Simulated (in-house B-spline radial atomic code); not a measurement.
A fraction x of an electron is added to 4p in Se, starting from [Ar] 3d10 4s2 4p4 and keeping the highest spin. Level of theory: scalar-relativistic (X2C) PBEsol, spin-polarised, spherical fractional occupations, Fermi nucleus of rms radius 4.14 fm; calculated with a B-spline radial code for spherical atoms.

| x | E(x) - E(0) (eV) | 4p down level (eV) |
| --- | --- | --- |
| 0 | 0.0000 | -5.615 |
| 0.1 | -0.5244 | -4.876 |
| 0.2 | -0.9756 | -4.150 |
| 0.3 | -1.3549 | -3.438 |
| 0.4 | ? | ? |
| 0.5 | ? | ? |
| 0.6 | -2.0776 | -1.408 |
| 0.7 | -2.1863 | -0.771 |
| 0.8 | -2.2326 | -0.159 |

**Question.** What belongs in the row x = 0.4?

**Answer.** An energy change of -1.6638 eV; 4p down at -2.743 eV.

**Question.** What belongs in the row x = 0.5?

**Answer.** An energy change of -1.9041 eV; 4p down at -2.066 eV.

**Question.** Check Janak's theorem between x = 0.1 and 0.2.

**Answer.** The slope of the energy is -4.51 eV; the orbital levels give -4.51 eV (ε of the filling orbital, averaged over the two points).

**Question.** Up to what added charge does this functional bind the extra electron?

**Answer.** The highest level rises by about 6.1 eV per electron near x = 0.8 and would reach zero near x = 0.83, so a whole extra electron isn't bound at the basis-set limit.
